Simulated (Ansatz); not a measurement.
Gas-phase electronic energies from Ansatz, PBE0-D4/def2-TZVP geometries. CBS: MP2 limit from def2 TZ/QZ plus the TZ coupled-cluster correction, frozen cores. This one scheme is used for every species. DFT in def2-TZVPP. B3LYP here is the variant with VWN-RPA as its local correlation; programs differ in this. For Br, Ga outer-core shells are correlated without core-valence functions, which leaves a few kJ/mol of doubt a bond. Scalar relativity is left out up to krypton. Each species was taken in one conformer, which may not be the lowest.

`[F][Ga]([SH])[Br]` + H₂O → `[OH][Ga]([F])[Br]` + H₂S  (formal hydrolysis of a Ga–S bond)

Problem. Is it downhill or uphill in electronic energy at CCSD(T)/CBS, and by how much? (Estimate.)

Solution. The calculation gave: Uphill: ΔE = +40.4 kJ/mol.

Problem. What do these levels give: CAM-B3LYP-D4, ωB97X-V, B2PLYP, PBE-QIDH, BLYP, B3LYP, r2SCAN0, BHLYP, MP2/def2-SVP, CCSD(T)/def2-SVP, SCS-MP2/def2-QZVPP, CCSD/CBS(def2)? (An estimate is asked.)

Solution. Ansatz gave: CAM-B3LYP-D4 33.2, ωB97X-V 34.1, B2PLYP 33.0, PBE-QIDH 39.9, BLYP 31.4, B3LYP 34.2, r2SCAN0 40.7, BHLYP 34.9, MP2/def2-SVP 25.8, CCSD(T)/def2-SVP 25.8, SCS-MP2/def2-QZVPP 33.5, CCSD/CBS(def2) 39.5 kJ/mol.

Largest T1 diagnostic among the species: 0.012.

Leaving LDA and LC-ωPBE aside and taking each functional with its dispersion term where it has one, the values, not all of them listed here, spread over 12.1 kJ/mol, from B2PLYP to HSE06-D4. At CCSD(T), def2-SVP lies −14.6 kJ/mol from the extrapolated value and def2-TZVPP −7.4 kJ/mol.
